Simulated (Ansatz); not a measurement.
One change: `CO[SiH2][O][GeH3]` becomes `F[SiH2][O][GeH3]`.

Ansatz, PBE0-D4/def2-TZVP geometries, multiplicity 1. Each molecule was computed in one conformer, which needn't be the lowest.

Scalar relativity is left out up to krypton.

```json
{"property": "size of the dipole moment (PBE/def2-TZVPP) / D", "`CO[SiH2][O][GeH3]`": "1.26"}
{"property": "HOMO–LUMO gap (PBE0/def2-TZVPP) / eV", "`CO[SiH2][O][GeH3]`": "8.14"}
{"property": "HOMO–LUMO gap (B3LYP/def2-TZVPP) / eV", "`CO[SiH2][O][GeH3]`": "7.70"}
{"property": "HOMO energy (B3LYP/def2-TZVPP) / eV", "`CO[SiH2][O][GeH3]`": "-7.81"}
{"property": "LUMO energy (PBE/def2-TZVPP) / eV", "`CO[SiH2][O][GeH3]`": "-0.78"}
{"property": "LUMO energy (PBE0/def2-TZVPP) / eV", "`CO[SiH2][O][GeH3]`": "0.13"}
```

Q: Give the same properties after the change, and the shifts. (Best estimate.)

A: Ansatz gave: 
```
                                      property  `F[SiH2][O][GeH3]`  shift
size of the dipole moment (PBE/def2-TZVPP) / D                1.85   0.59
          HOMO–LUMO gap (PBE0/def2-TZVPP) / eV                8.70   0.56
         HOMO–LUMO gap (B3LYP/def2-TZVPP) / eV                8.25   0.55
           HOMO energy (B3LYP/def2-TZVPP) / eV               -8.62  -0.81
             LUMO energy (PBE/def2-TZVPP) / eV               -1.02  -0.24
            LUMO energy (PBE0/def2-TZVPP) / eV               -0.13  -0.26
```

With PBE0 the HOMO falls by 0.81 eV and the LUMO falls by 0.26 eV, so the gap widens by about 0.55 eV. PBE moves the HOMO by -0.83 eV and ωB97M-V by -0.77 eV. Dipoles are sizes alone; their direction can turn.

B3LYP here is the variant with VWN-RPA as its local correlation; programs differ in this.
